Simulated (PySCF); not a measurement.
Run record: geometry optimisation, `C[Te](F)(F)(F)(F)F` (TeMeF5).

Computed with PBE0-D3(BJ)/def2-SVP geometry optimisation, gas phase, def2 core potentials past Kr (PySCF 2.14.0). Start geometry: GFN2-xTB. A driver script takes a list of jobs; this job's settings line and coordinates (Å) are shown.

Input:
```
{"job": {"xc": "PBE0", "basis": "def2-SVP", "d3": "d3bj", "grid": 1, "maxiter": 30, "shake": 0.03, "kind": "geom"}, "charge": 0, "multiplicity": 1}
Te     0.055510    -0.071770    -0.644860
C     -0.014130    -0.017170     1.425260
H     -1.074200    -0.221560     1.719730
H      0.437500     0.987280     1.731130
H      0.688170    -0.806530     1.688990
F     -0.004580     0.011210    -2.565460
F      1.932600    -0.006920    -0.842340
F     -1.866080     0.031950    -0.883790
F     -0.005490     1.928340    -0.805450
F     -0.024670    -1.911590    -0.818800
```

Output:
```
step   0  E = -806.16377771  max force = 0.092895
step   1  E = -806.17724432  max force = 0.027558
step   2  E = -806.17540400  max force = 0.014944
step   3  E = -806.18027733  max force = 0.008112
step   4  E = -806.18075725  max force = 0.004587
step   5  E = -806.18070565  max force = 0.002265
step   6  E = -806.18088137  max force = 0.001592
step   7  E = -806.18081686  max force = 0.002036
step   8  E = -806.18093442  max force = 0.000474
step   9  E = -806.18093898  max force = 0.000230
optimisation converged
```

Energies in Eh; «max force» is the largest Cartesian gradient component in Eh/bohr.

Q: Give the first gradient maximum in eV/Å.

A: With 1 Eh/bohr = 51.422 eV/Å, 4.777 eV/Å.

In short: final energy -806.18094 Eh after 9 steps; dipole 4.59 D.

Q: Where do the atoms end?

A: 0.061 Å rms from the input after alignment:
```
atom  x, y, z in Å
Te1    0.0073   -0.0009   -0.7058
C2     0.0182   -0.0191    1.3901
H3    -1.0193   -0.1962    1.6954
H4     0.3844    0.9666    1.6987
H5     0.6908   -0.8331    1.6827
F6     0.0177    0.0028   -2.5860
F7     1.9065   -0.0058   -0.7812
F8    -1.8916    0.0098   -0.8040
F9     0.0131    1.8989   -0.7888
F10   -0.0024   -1.8997   -0.7967
```

Q: Estimate the wall time. Hardware: Arm Neoverse V1, one thread (shared host). And the peak memory of the process?

A: About 81 s, with 0.51 GiB resident at the peak, the Python interpreter and its libraries included.
Labels such as C1 count atoms from 1, the log's own numbers from 0.
